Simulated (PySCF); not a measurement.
# Structure revision by computed shifts

A compound C9H16 gives the data below (simulated from a calculation) and was assigned the structure `C[C@@H]1CC[C@H]2CCC[C@H]21`.

$^{13}$C{$^{1}$H} NMR (computed): δ 91.4 (C), 86.0 (C), 35.7 (CH2), 33.4 (C), 30.6 (CH3, 3C), 17.7 (CH3), 16.0 (CH2).

$^{1}$H NMR (500 MHz, computed): δ 2.36 (q, 2H), 2.12 (s, 2H), 1.23 (t, 3H), 1.06 (s, 9H).

Theory: NMR shieldings at PBE0/pcSseg-1/GIAO, geometry from GFN2-xTB, in PySCF (rapidly exchanging positions averaged, non-relativistic, gas phase, one conformer).

Shifts are taken against calculated references (same method and geometry level): $^{1}$H, $^{13}$C against TMS.

**Question.** Compare with the shifts computed for the proposed structure, pairing carbons in order of shift.

**Answer.** Structure with atom numbers: `[CH3:1][C@@H:2]1[CH2:3][CH2:4][C@H:5]2[CH2:6][CH2:7][CH2:8][C@@H:9]12`. Hydrogens are named by the atom that carries them.

| atom | computed for proposal | given list | difference |
| --- | --- | --- | --- |
| C9 | 54.4 | 91.4 | -37.0 |
| C2 | 47.1 | 86.0 | -38.9 |
| C5 | 46.8 | 35.7 | +11.1 |
| C3 | 40.0 | 33.4 | +6.6 |
| C4 | 38.5 | 30.6 | +7.9 |
| C6 | 36.7 | 30.6 | +6.1 |
| C8 | 35.1 | 30.6 | +4.5 |
| C7 | 26.5 | 17.7 | +8.8 |
| C1 | 22.2 | 16.0 | +6.2 |

The rms difference is 19.1 ppm and the largest -38.9 ppm at C2 (sp3 CH in a ring). The proposal also would give 9 carbon signals, not 7. The carbon types in order of shift don't match either: CH, CH, CH, CH2, CH2, CH2, CH2, CH2, CH3 for the proposal against C, C, CH2, C, CH3, CH3, CH3, CH3, CH2 in the data. The proposal doesn't fit.

**Question.** Which isomer fits?

**Answer.** `CCC#CCC(C)(C)C`.

- Carbon types of the structure: 3 × C, 2 × CH2, 4 × CH3, which accounts for all hydrogens.
- δC 91.4, 86.0: alkyne carbon; the triple bond shields along its axis, which puts it between sp3 and sp2 carbons.
- δC 35.7, 16.0: propargylic sp3 CH2; saturated and bonded to C and H only.
- δC 33.4: quaternary sp3 carbon; a saturated carbon with 4 carbon neighbours and no heteroatom attached.
- δC 30.6, 17.7: methyl carbon; a saturated carbon with 1 carbon neighbour and no heteroatom attached.

The shifts were computed for this structure.

Shifts are as computed. Against solution values, carbons near 30 ppm lie about +3 ppm off and those near 130 ppm about +5 ppm. Of 1211 compounds with measured shifts, 218 miss one by over three times the rms of a fit or turn the order of signals round; such compounds aren't used in these exercises. No couplings were computed; multiplicities are counted from neighbouring protons, with m where these are inequivalent, close in shift, in a saturated or five-membered ring or joined by F or P, and br s for small geminal =CH2 splittings.
